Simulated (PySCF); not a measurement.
**Polarisability and C₆ of Br (bromine, neutral)**

[Ar] 3d10 4s2 4p5, 2P determinant. Calculation: PySCF 2.14, in aug-cc-pVDZ-PP with ECP10MDF (5s4p3d, 32 functions); scalar relativity through the core potential. Coupled (time-dependent) response in atomic units; α is the mean over directions. A double-zeta set is small for polarisabilities.

```tsv
method	mean α (bohr³)	α xx, yy, zz	C₆ (like pair)	S(−4)
UHF	18.87	17.07, 19.77, 19.77	150.6	72.17
PBE	20.51	18.12, 21.70, 21.70	166.1	96.23
PBE0	19.85	17.72, 20.91, 20.91	159.8	85.42
TPSSh	20.04	17.85, 21.13, 21.13	163.0	86.83
M06-2X	19.74	17.83, 20.69, 20.69	156.4	86.12
```

S(−4) is the Cauchy moment in α(ω) = α(0) + S(−4) ω² + …

Reference α: 21 ± 1 bohr³ (recommended; Schwerdtfeger and Nagle, table of static dipole polarizabilities (2023 update)). Published C₆: 162.0 (Chu and Dalgarno (2004); Tang, Norbeck and Certain (1976)).

Spin-orbit coupling is absent.

α(iu) at PBE:

| u (hartree) | α(iu) (bohr³) |
| --- | --- |
| 0 | 20.51 |
| 0.0500 | 20.27 |
| 0.100 | 19.61 |
| 0.200 | 17.50 |
| 0.300 | 15.06 |
| 0.500 | 10.75 |
| 0.750 | 7.085 |
| 1.00 | 4.858 |
| 1.50 | 2.600 |
| 2.00 | 1.589 |
| 3.00 | 0.7602 |
| 5.00 | 0.2880 |

The components differ because the open shell of this determinant is not spherical; for a pure term their mean is the scalar polarisability.

Energies and moments cover only the electrons outside the core potential.
